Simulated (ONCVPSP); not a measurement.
**Before and after: ONCV potential for Co (Z = 27)**

ONCVPSP 4.0.1 input, shortened (lines: element, Z, core and valence counts, functional; n l f; lmax; l rc ep ncon nbas qcut; lloc lpopt rc5 dvloc0; l nproj debl; icmod fcfact rcfact), PW91, non-relativistic:

```
  Co 27.00    4    3  -109134      upf
    1    0    2.00
    2    0    2.00
    2    1    6.00
    3    0    2.00
    3    1    6.00
    3    2    7.00
    4    0    1.50
    2
    0    1.85    0.00    3    6    3.70
    1    1.20    0.00    3    6   10.60
    2    1.25    0.00    4    9   12.80
    4    5    0.80    3.00
    0    2    2.80
    1    2    1.90
    2    2    3.20
    1    0.40    0.00
```

In the p channel the program set the typed energies aside and used -2.548, 0.250 Ha.

Change: core correction Teter function, fcfact 3.25, rcfact 1.4.

Cutoffs: the cutoffs (Ha) at which the residual kinetic energy of the hardest occupied pseudo-wave falls to 1 and 0.1 mHa per electron; they do not see the model core or the augmentation charge, which bear on the density cutoff. Errors are all-electron minus pseudo energies relative to the spin-unpolarised reference configuration.

Q: How do hardness, ghosts and transferability respond?

A: The potential gets neither clearly harder nor softer (63 Ha and 71 Ha → 63 Ha and 71 Ha); both files keep a bound ghost (s); of the 4 tests that both files solve, the error grows in 0 and shrinks in 2 by more than 15 % and 0.3 meV (median size 14.8 → 9.7 meV). A model core, the more so a compact one, raises the density cutoff, which this test does not measure.

```tsv
quantity	base	changed
cutoff, loose	63 Ha	63 Ha
cutoff, tight	71 Ha	71 Ha
bound ghosts	s	s
GHOST(+) flags under 300 eV	none	none
error for 3p6 3d7 4s2, meV [ΔE -3.57 eV]	-1.0	-0.8
error for 3p6 3d7 4s1, meV [ΔE 5.37 eV]	-2.2	-1.8
error for 3p6 3d7 4s0, meV [ΔE 21.97 eV]	-27	-18
error for 3p5 3d7 4s2, meV [ΔE 69.53 eV]	-170	-159
s: phases at 1.88 bohr within 0.05 rad from the reference energy up to (Ha; the scan ends near 5)	4.4	4.4
p: phases at 1.22 bohr within 0.05 rad from the reference energy up to (Ha; the scan ends near 5)	to the end of the scan	to the end of the scan
d: phases at 1.27 bohr within 0.05 rad from the reference energy up to (Ha; the scan ends near 5)	to the end of the scan	to the end of the scan
rms error of d²Exc/dni dnj with the model core, mHa	1.13	2.81
```

 A true bound ghost makes a file unfit for plane-wave use even where its test errors are small: the radial tests pick states by their node count and pass the ghost by.
